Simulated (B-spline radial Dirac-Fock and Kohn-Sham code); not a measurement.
Relativistic shifts of the levels of Gd⁹⁺

System: Gd⁹⁺, [Kr] 4d10 4f5 5s2 5p2.

Both columns are ΔSCF binding energies of the configuration average from a radial finite-basis atomic code: non-relativistic Hartree-Fock with a point nucleus, and Dirac-Fock with a finite nucleus and the Coulomb interaction alone, averaged over the two j levels with weights 2j+1.

```tsv
shell	Hartree-Fock (eV)	Dirac-Fock (eV)	shift (eV)	shift (%)
1s	47633.4	50621.6	+2988.23	+6.27
2s	7807.0	8575.7	+768.70	+9.85
2p	7416.3	7660.6	+244.28	+3.29
3s	1880.6	2060.9	+180.28	+9.59
3p	1706.0	1769.2	+63.24	+3.71
3d	1384.4	1369.8	-14.56	-1.05
4s	511.0	554.0	+43.07	+8.43
4p	440.1	454.1	+13.98	+3.18
4d	313.5	309.9	-3.59	-1.15
4f	165.3	159.9	-5.42	-3.28
5s	172.7	182.0	+9.34	+5.41
5p	151.9	154.7	+2.75	+1.81
```

Relativity binds 1s, 2s, 2p, 3s, 3p, 4s, 4p, 5s, 5p more strongly, among those listed most of all 2s in relative terms, and 3d, 4d, 4f more weakly, because the contracted s and p shells screen the nucleus better.

Values without a named source are computed, but for edge energies of neutral atoms, which are taken from tables.
